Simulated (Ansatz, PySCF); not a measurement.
C2H5Si, SMILES C[Si][CH2] (connectivity only; charge and spin as stated), charge +1, multiplicity 1.

The structure is a stationary point at TPSSh-D3(BJ)/def2-TZVP. The spin state was assumed, not searched. The isomer is the one that the SMILES or the coordinates give; other isomers of the formula were not compared.

Vertical ionisation energy (IE) and electron affinity (EA) in eV. Rows of orbital energies are one-electron estimates. Where ΔSCF, EOM or ADC give a negative EA the extra electron is unbound and the value depends on the basis.

```
level                                                                      IE    EA
----------------------------------------------------------------------  -----  ----
−ε(HOMO), −ε(LUMO), PBE0/def2-TZVPD (PySCF)                             12.97  8.52
−ε(HOMO), −ε(LUMO), PBE/def2-TZVPD (PySCF)                              11.98  9.38
ΔSCF, ωB97X-V/def2-SVPD (Ansatz), final states of multiplicity 2 and 2      …     …
ΔSCF, PBE/def2-SVPD (Ansatz), final states of multiplicity 2 and 2      15.29  6.41
```

Task: Complete the blanks. (An estimate is asked for; the answer gives what the named calculation found.)

Result: 
- ΔSCF, ωB97X-V/def2-SVPD (Ansatz, a first-principles code), final states of multiplicity 2 and 2, IE: 15.19
- ΔSCF, ωB97X-V/def2-SVPD (Ansatz), final states of multiplicity 2 and 2, EA: 6.44

Task: What vertical singlet–triplet gap does ΔSCF give with ωB97X-V/def2-SVPD (Ansatz) and with PBE/def2-SVPD (Ansatz)? (Estimate from the structure and the level; the computed values follow.)

Result: 1.60 and 1.78 eV (triplet above singlet where positive).
